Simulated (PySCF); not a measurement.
Molfile (atoms numbered from 1):
```
C5H6F3S
     RDKit          3D

 15 14  0  0  0  0  0  0  0  0999 V2000
    3.2860    0.4552    0.1205 C   0  0  0  0  0  0  0  0  0  0  0  0
    2.0510    0.0757    0.5536 C   0  0  0  0  0  0  0  0  0  0  0  0
    0.9061    0.3237   -0.2018 C   0  0  0  0  0  0  0  0  0  0  0  0
   -0.4230   -0.0619    0.2215 C   0  0  0  0  0  0  0  0  0  0  0  0
   -1.8029    0.6400   -0.7379 S   0  0  0  0  0  0  0  0  0  0  0  0
   -3.1486   -0.3263    0.1199 C   0  0  0  0  0  0  0  0  0  0  0  0
   -3.1272   -0.0587    1.4192 F   0  0  0  0  0  0  0  0  0  0  0  0
   -4.3105   -0.0138   -0.3871 F   0  0  0  0  0  0  0  0  0  0  0  0
   -2.9196   -1.6266   -0.0259 F   0  0  0  0  0  0  0  0  0  0  0  0
    4.1696    0.2649    0.7104 H   0  0  0  0  0  0  0  0  0  0  0  0
    3.4243    0.9656   -0.8217 H   0  0  0  0  0  0  0  0  0  0  0  0
    1.9498   -0.4265    1.5082 H   0  0  0  0  0  0  0  0  0  0  0  0
    1.0157    0.8267   -1.1576 H   0  0  0  0  0  0  0  0  0  0  0  0
   -0.5810    0.1286    1.2919 H   0  0  0  0  0  0  0  0  0  0  0  0
   -0.4941   -1.1587    0.1130 H   0  0  0  0  0  0  0  0  0  0  0  0
  1  2  2  0
  2  3  1  0
  3  4  1  0
  4  5  1  0
  5  6  1  0
  6  7  1  0
  6  8  1  0
  6  9  1  0
  1 10  1  0
  1 11  1  0
  2 12  1  0
  3 13  1  0
  4 14  1  0
  4 15  1  0
M  CHG  1   3   1
M  END
```

Geometry: GFN2-xTB; GIAO shifts from PySCF, gas phase, non-relativistic, averaged over equivalent atoms.

At BLYP/6-31G (97 basis functions, roughly 60 core-seconds):
```csv
atoms,δ (ppm)
C3,214.2
C1,180.7
C6,142.5
C2,138.4
C4,65.1
F7/F8/F9,-73.1
H13,10.26
H10,9.24
H11,8.83
H12,8.59
H14/H15,6.27
```

Chemical shifts δ = σref − σ; 13C (192.83 ppm) and 1H (33.08 ppm) against TMS; CFCl3 for 19F (135.64 ppm), all at this level.

What do these become at PBE0/pcSseg-1?

Results:


```tsv
atoms	δ at PBE0/pcSseg-1	change
C3	252.5	+38.3
C1	212.1	+31.4
C6	138.7	-3.8
C2	152.2	+13.8
C4	62.9	-2.2
F7/F8/F9	-52.9	+20.2
H13	10.39	+0.13
H10	9.64	+0.40
H11	9.06	+0.23
H12	8.42	-0.17
H14/H15	5.90	-0.37
```

Shifts are taken against calculated references (same method and geometry level): TMS for 13C (186.93 ppm), 1H (31.72 ppm); CFCl3 for 19F (170.95 ppm).

The largest change is at C3 (carbocation centre). Cost: 190 basis functions, roughly 90 core-seconds. The order of the carbon signals changes between the two levels.

Unscaled 19F shifts against computed CFCl3 carry errors that often reach 10 to 50 ppm.
